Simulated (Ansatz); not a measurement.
System: C$_{3}$H$_{10}$Cl$_{2}$Si$_{2}$ (charge 0, singlet). 
Structure (B3LYP-D3(BJ)/def2-TZVP (Ansatz, a quantum-chemistry and plane-wave program) minimum search):
SMILES: C[Si](C)(C)[SiH](Cl)Cl
```xyz
17

C     -1.2887    -1.2102    -2.1504
Si    -1.2752    -0.2846    -0.5162
C     -1.6452    -1.4377     0.9166
C     -2.4714     1.1632    -0.5456
Si     0.8850     0.5513    -0.1607
Cl     2.2224    -1.0372    -0.0907
Cl     0.9362     1.5393     1.6664
H     -0.5566    -2.0197    -2.1480
H     -1.0576    -0.5487    -2.9876
H     -2.2739    -1.6474    -2.3321
H     -0.9269    -2.2585     0.9547
H     -2.6452    -1.8666     0.8143
H     -1.6004    -0.9065     1.8689
H     -3.4969     0.8071    -0.6725
H     -2.2518     1.8478    -1.3672
H     -2.4247     1.7290     0.3866
H      1.4331     1.5016    -1.1528
```

Total electronic energies in hartree. Cores are frozen in the correlated levels unless marked. No spin-orbit coupling. Non-relativistic. CBS(X,Y): correlation extrapolated as X^-3; Hartree-Fock from the larger set. The bracket is a focal-point correction in the basis named.

```
level                                                                             program  energy (Eh)
-------------------------------------------------------------------------  --------------  -----------
HF/6-31G*                                                                          Ansatz  -1616.36117
HF/cc-pV(T+d)Z                                                                     Ansatz  -1616.55712
PBE-D3(BJ)/def2-TZVPD                                                      Ansatz + dftd3  -1619.12978
PBE-D4/def2-TZVPD                                                          Ansatz + dftd4  -1619.12971
BLYP/def2-TZVPD                                                                    Ansatz   (withheld)
r2SCAN/def2-TZVPD                                                                  Ansatz  -1619.77775
B97M-V/def2-TZVPD                                                                  Ansatz  -1619.58553
PBE0/def2-SVP                                                                      Ansatz  -1618.61471
PBE0-D4/def2-TZVPD                                                         Ansatz + dftd4  -1619.28673
PBE0/def2-QZVPP                                                                    Ansatz   (withheld)
r2SCAN0-D4/def2-TZVPD                                                      Ansatz + dftd4  -1619.76309
HSE06-D3(BJ)/def2-TZVPD                                                    Ansatz + dftd3   (withheld)
CAM-B3LYP/def2-TZVPD                                                               Ansatz  -1619.92676
wB97X/def2-TZVPD                                                                   Ansatz  -1619.92480
B2GP-PLYP-D3(BJ)/def2-TZVPD                                                Ansatz + dftd3  -1619.15329
B2PLYP/def2-TZVPD                                                                  Ansatz  -1619.33461
MP2/6-31G*                                                                         Ansatz  -1617.17278
MP2/cc-pV(D+d)Z                                                                    Ansatz  -1617.36497
RI-MP2/cc-pV(T+d)Z                                                                 Ansatz  -1617.71093
CCSD/aug-cc-pV(T+d)Z                                                               Ansatz  -1617.82657
CCSD(T)/cc-pVTZ                                                                    Ansatz  -1617.84293
RI-MP2/CBS(aug-cc-pV(T+d)Z,aug-cc-pV(Q+d)Z)+[CCSD(T)-MP2]/aug-cc-pV(T+d)Z          Ansatz   -1618.0356
RI-MP2/CBS(cc-pV(T+d)Z,cc-pV(Q+d)Z)+[CCSD(T)-MP2]/cc-pV(T+d)Z                      Ansatz   -1618.0325
```

Q: Complete the blanks.

A: 
- BLYP/def2-TZVPD, energy (Eh): -1619.86218
- PBE0/def2-QZVPP, energy (Eh): -1619.32455
- HSE06-D3(BJ)/def2-TZVPD, energy (Eh): -1619.24884
